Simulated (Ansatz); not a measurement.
Ansatz (a quantum-chemistry and plane-wave program) input (B3LYP/6-31G*):

Ansatz 0.2 input:
```yaml
crystal:
  periodic: [false, false, false]
  atoms:
    - {symbol: C, position_ang: [-0.74140455, 0.07553597, 0.24971408]}
    - {symbol: F, position_ang: [0.73130553, -0.10638220, -0.07817080]}
    - {symbol: H, position_ang: [-0.92827499, 1.08710834, -0.23908084]}
    - {symbol: H, position_ang: [-1.20504747, -0.58288430, -0.55566639]}
basis:
  gaussian:
    orbitals: 6-31G*
hamiltonian:
  xc: {name: B3LYP}
total_charge: -1
phonons: {temperatures: {t_min: 298.15, t_max: 298.15, t_step: 100}}
```

Which harmonic wavenumbers does it give?

745, 1195, 1238, 1449, 2586, 2611 cm⁻¹ (unscaled; negative means imaginary).
